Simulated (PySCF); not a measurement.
Atom-mapped SMILES (the numbers label the heavy atoms): `[CH3:1][C:2]([F:3])([F:4])[CH2:5][c:6]1[cH:7][cH:8][cH:9][cH:10][cH:11]1`. Hydrogens are named by the atom that carries them.

[PySCF 2.14: geometry: GFN2-xTB; σ from GIAO-PBE0/pcSseg-1; averaged over atoms made equivalent by symmetry, fast rotation or ring inversion; no solvent model; no relativistic terms; single conformer]

References, each an isolated molecule treated in the same way: 13C (σ = 186.93 ppm) against TMS.

**Question.** Do the 13C shifts follow the atomic charges (in e)? Tabulate both.

**Answer.** 
| atoms | hybridisation | δ (ppm) | σ para (ppm) | Hirshfeld | IAO | Mulliken | ESP-fitted |
| --- | --- | --- | --- | --- | --- | --- | --- |
| C6 | sp2 | 141.3 | -218 | +0.00 | -0.00 | -0.37 | +0.39 |
| C7/C11 | sp2 | 136.2 | -201 | -0.05 | -0.16 | +0.00 | -0.30 |
| C8/C10 | sp2 | 134.3 | -201 | -0.05 | -0.15 | -0.07 | -0.11 |
| C9 | sp2 | 133.0 | -200 | -0.05 | -0.15 | -0.07 | -0.19 |
| C2 | sp3 | 130.1 | -189 | +0.19 | +0.58 | +0.40 | +0.81 |
| C5 | sp3 | 49.8 | -111 | -0.09 | -0.29 | -0.06 | -0.73 |
| C1 | sp3 | 25.0 | -89 | -0.14 | -0.45 | -0.23 | -0.72 |

Correlation coefficients of δ with charge over these carbons: Hirshfeld +0.56, IAO +0.58, Mulliken +0.22, ESP-fitted +0.71; with the paramagnetic shielding -0.99. Among the 4 sp2 carbons alone: Hirshfeld +0.93, IAO +0.92, Mulliken -0.84, ESP-fitted +0.83. With so few points, grouped by hybridisation, these coefficients are fragile. Charge is one influence among several: hybridisation and low-lying excitations act through the paramagnetic term.

Shifts are as computed. Against solution values, carbons near 30 ppm lie about +3 ppm off and those near 130 ppm about +5 ppm. Of 1211 compounds with measured shifts, 218 miss one by over three times the rms of a fit or turn the order of signals round; such compounds aren't used in these exercises.
